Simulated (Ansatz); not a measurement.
Mulliken charges of `N[Si](N)Cl` radical from B3LYP/def2-TZVPP in Ansatz (PBE0-D4/def2-TZVP geometry).

| atom | x (Å) | y (Å) | z (Å) | charge (e) |
| --- | --- | --- | --- | --- |
| N1 | -0.420 | 1.280 | -0.237 | -0.363 |
| Si2 | -0.619 | -0.407 | -0.037 | 0.447 |
| N3 | 0.759 | -0.946 | 0.807 | -0.371 |
| Cl4 | -0.873 | -1.122 | -1.982 | -0.283 |
| H5 | -0.936 | 1.763 | -0.955 | 0.146 |
| H6 | -0.280 | 1.856 | 0.578 | 0.145 |
| H7 | 1.678 | -0.619 | 0.548 | 0.139 |
| H8 | 0.784 | -1.863 | 1.222 | 0.141 |

Problem. By hand: the dipole of these point charges (1 e Å = 4.8032 D).

Solution. Σ q r = (0.008, 0.200, 0.524) e Å, of length 0.561 e Å = 2.69 D.

Problem. How does the dipole of the full density compare? (Estimate.)

Solution. The calculation gave: (0.198, 0.249, 0.338) e Å, 2.23 D; the point charges give 1.21 times that, at 29° from its direction.

Point charges leave out the atoms' own dipoles, such as those of lone pairs, and Mulliken's split depends on the basis, so the two needn't agree.

B3LYP here is the variant with VWN-RPA as its local correlation; programs differ in this.
